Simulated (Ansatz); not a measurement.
FH₂NO₂W (`[NH2][W](=[O])(=[O])[F]`), relaxed with RKS PBE0-D4/def2-TZVP in the Gaussian-basis code of Ansatz from a GFN2-xTB geometry. The force threshold is 0.005 eV/Å; the program also tests the step.

Charge 0, multiplicity 1. W: def2 effective core potential.

Start:

```xyz
7

N    -0.008    0.531   -1.061
W     0.012   -0.344    0.725
O    -1.549   -0.927    0.993
O     1.213   -1.527    0.671
F     0.440    0.948    1.997
H    -0.851    0.833   -1.565
H     0.744    0.487   -1.761
```

| step | energy (eV) | largest force (eV/Å) | largest move (Å) |
| --- | --- | --- | --- |
| 1 | -10159.4900 | 3.250 | 0.000 |
| 2 | -10159.6165 | 0.776 | 0.085 |
| 3 | -10159.6314 | 0.254 | 0.019 |
| 4 | -10159.6332 | 0.076 | 0.009 |
| 5 | -10159.6337 | 0.021 | 0.006 |
| 6 | -10159.6337 | 0.017 | 0.002 |
| 7 | -10159.6337 | 0.002 | 0.001 |

End:

```xyz
7

N    -0.014    0.519   -1.069
W     0.017   -0.293    0.681
O    -1.529   -0.943    0.977
O     1.185   -1.532    0.657
F     0.444    0.958    1.996
H    -0.862    0.821   -1.525
H     0.759    0.469   -1.717
```

It took 14 s on 4 threads of an Intel Xeon Platinum 8488C on a shared host, with 0.42 GiB of host memory at the peak.
